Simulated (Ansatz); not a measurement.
H11HfNO3Si3 (`[NH2][Hf]([O][SiH3])([O][SiH3])[O][SiH3]`), relaxed with RKS PBE0-D4/def2-TZVP in Ansatz 0.2.0 from a GFN2-xTB geometry. The force threshold is 0.005 eV/Å; the program also tests the step.

The species carries charge 0 and has multiplicity 1. Hf takes the def2 core potential.

Start:

```xyz
19

N     3.129   -0.259    0.778
Hf    1.180   -0.146    0.305
O     0.982    1.416   -0.776
Si   -0.103    1.852   -1.877
O     0.244    0.013    1.963
Si   -1.322    0.107    2.299
O     0.577   -1.692   -0.644
Si   -0.937   -1.935   -1.107
H     3.705    0.492    0.383
H     3.318   -0.268    1.786
H    -1.429    2.029   -1.248
H    -0.178    0.847   -2.957
H     0.364    3.133   -2.414
H    -1.974    1.109    1.424
H    -1.410    0.542    3.696
H    -1.964   -1.211    2.136
H    -0.942   -2.172   -2.556
H    -1.778   -0.744   -0.788
H    -1.462   -3.114   -0.403
```

| step | energy (eV) | largest force (eV/Å) | largest move (Å) |
| --- | --- | --- | --- |
| 1 | -32744.6832 | 1.320 | 0.000 |
| 2 | -32745.1499 | 0.761 | 0.195 |
| 3 | -32745.2556 | 1.094 | 0.192 |
| 4 | -32745.3576 | 0.301 | 0.200 |
| 5 | -32745.3993 | 0.219 | 0.200 |
| 6 | -32745.4237 | 0.146 | 0.195 |
| 7 | -32745.4398 | 0.308 | 0.198 |
| 8 | -32745.4511 | 0.424 | 0.164 |
| 9 | -32745.4673 | 0.331 | 0.106 |
| 10 | -32745.4923 | 0.097 | 0.195 |
| 11 | -32745.5047 | 0.172 | 0.194 |
| 14 | -32745.5317 | 0.103 | 0.134 |
| 17 | -32745.5410 | 0.085 | 0.028 |
| 20 | -32745.5441 | 0.078 | 0.072 |
| 23 (rejected) | -32745.5444 | 0.022 | 0.003 |
| 26 | -32745.5446 | 0.016 | 0.060 |
| 29 | -32745.5447 | 0.005 | 0.015 |
| 32 | -32745.5449 | 0.016 | 0.041 |
| 35 | -32745.5450 | 0.006 | 0.036 |
| 38 | -32745.5452 | 0.021 | 0.040 |
| 41 | -32745.5453 | 0.012 | 0.033 |
| 44 | -32745.5455 | 0.008 | 0.025 |
| 47 | -32745.5455 | 0.007 | 0.004 |
| 50 (rejected) | -32745.5456 | 0.019 | 0.056 |
| 53 | -32745.5456 | 0.005 | 0.026 |
| 56 | -32745.5457 | 0.004 | 0.002 |
| 57 | -32745.5457 | 0.002 | 0.013 |

End:

```xyz
19

N     2.452   -0.208    0.648
Hf    0.493   -0.012    0.143
O     0.348    1.470   -1.111
Si    0.142    2.706   -2.156
O    -0.520    0.262    1.781
Si   -1.432    0.503    3.113
O    -0.159   -1.632   -0.729
Si   -0.528   -3.053   -1.436
H     3.240    0.037    0.064
H     2.802   -0.579    1.520
H    -0.737    3.743   -1.555
H    -0.482    2.213   -3.413
H     1.459    3.317   -2.480
H    -2.077    1.842    3.056
H    -0.578    0.430    4.329
H    -2.489   -0.539    3.203
H     0.306   -3.256   -2.652
H    -1.962   -3.068   -1.832
H    -0.281   -4.177   -0.494
```

It took 2.2 min on 4 threads of an AMD EPYC 7R13 on a shared host and a share of an NVIDIA H100 80 GB, with 1 GiB of host memory at the peak.
